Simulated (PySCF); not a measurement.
**How methods differ on the ionisation energy of Bi²⁺**

Bi²⁺ [Xe] 4f14 5d10 6s2 6p1 (2P) → Bi³⁺ [Xe] 4f14 5d10 6s2 (1S), as a difference of total energies. Computed with PySCF 2.14 in cc-pVTZ-PP with ECP60MDF, with scalar relativity through the core potential. Correlated levels: valence: 5s2 5p6 5d10 frozen. The calculations carry no spin-orbit coupling.

| method | ionisation energy (eV) |
| --- | --- |
| UHF | 23.016 |
| BP86 | 23.764 |
| B3LYP | 23.753 |
| MP2 (valence) | 23.209 |
| SCS-MP2 (valence) | 23.199 |
| CCSD (valence) | 23.264 |
| CCSD(T) (valence) | 23.274 |

Q: How much does correlation contribute at CCSD(T) (valence)?

A: 23.274 − (23.016) = 0.258 eV, measured against UHF.

The reference lies between the lowest fine-structure levels, while these numbers refer to the centres of the terms.

Errors of the correlated levels include the incompleteness of this basis and the frozen core.

For comparison: 25.571 eV (measured; NIST Atomic Spectra Database, ionization energies).
